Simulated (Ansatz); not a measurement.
A run for Ansatz (a quantum-chemistry and plane-wave program): R-wB97X-V/def2-TZVPP on silylphosphine (SMILES [SiH3]P), a point of a torsion scan.

Ansatz 0.2 input:
```yaml
crystal:
  periodic: [false, false, false]
  atoms:
    - {symbol: Si, position_ang: [-0.83423162, 0.04428942, -0.03850607]}
    - {symbol: P, position_ang: [1.38986295, -0.24154818, -0.03507225]}
    - {symbol: H, position_ang: [-1.48661871, -0.88133124, -0.96582109]}
    - {symbol: H, position_ang: [-1.16496065, 1.41717459, -0.42091847]}
    - {symbol: H, position_ang: [-1.28787196, -0.22192712, 1.32566818]}
    - {symbol: H, position_ang: [1.67260076, 0.82559021, -0.86713583]}
    - {symbol: H, position_ang: [1.42483177, -1.13987838, -1.08495694]}
basis:
  gaussian:
    orbitals: def2-TZVPP
hamiltonian:
  xc: {name: wB97X-V}
scf: {lower_state_search: off}
```

It printed:

```
WARN ansatz: RAYON_NUM_THREADS=1 ignored (pool sized by the plan → 1); use --threads N
Functional definition: wB97X-V
these checks for a lower state are left out or cut short: stability, starts, cluster_reference, orbital_swaps, neighbouring_geometries, increment
integrals: 0.08 GiB planned
878 factors; their error is unknown
integrals: 0.12 GiB planned
202 factors; integrals over basis functions are off by at most 1.2e-5 eV
mean field: 0.70 GiB planned
mean field evaluation 1: about -17245.0498 eV, gradient 9.2e0 eV
mean field evaluation 2: about -17245.3882 eV, gradient 3.4e0 eV
mean field evaluation 4: about -17245.4278 eV, gradient 2.1e-1 eV
mean field evaluation 8: about -17245.4342 eV, gradient 3.2e-2 eV
mean field evaluation 16: about -17245.4342 eV, gradient 4.8e-6 eV
mean field -17245.43421145 eV, -633.7580178955 hartree, gradient 4.8e-6 eV, S^2 0.000000; 0 other end points of the search recorded, 0 dependent functions left out
reference -17245.43420953 eV, -633.7580178251 hartree; 17, 17 occupied and 137, 137 virtual orbitals, 878 factors
Total energy: -17245.43420953 eV, -633.7580178251 hartree
Checks for a lower state left out: stability, starts, cluster_reference, orbital_swaps, neighbouring_geometries, increment
```

Self-consistency was reached.

Cost: very roughly 4 core-seconds.
